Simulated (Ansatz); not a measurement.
Ru(O)3(OH)2 (H₂O₅Ru), SMILES [O]=[Ru](=[O])(=[O])([OH])[OH], multiplicity 1.

Coordinates come from a B3LYP-D3(BJ)/def2-SVP optimisation. The spin state was assumed, not searched. The def2 effective core potentials stand for the cores of Ru; spin–orbit coupling is left out. Other conformers were not sampled.

Two levels are set side by side: PBE/def2-TZVPD (Ansatz, a program for electronic structure) and PBE0/def2-TZVPD (Ansatz). Energy differences of separate SCF runs at the same geometry. Differences are taken from unrounded values.

```json
[
 {"quantity": "vertical singlet–triplet gap (eV)", "PBE0": "0.56"}
]
```

### Question
What does PBE give, and how far is it from PBE0? (Estimate from the structure and the level; the computed values follow.)

### Answer

```tsv
quantity	PBE	PBE minus PBE0
vertical singlet–triplet gap (eV)	1.50	0.94
```
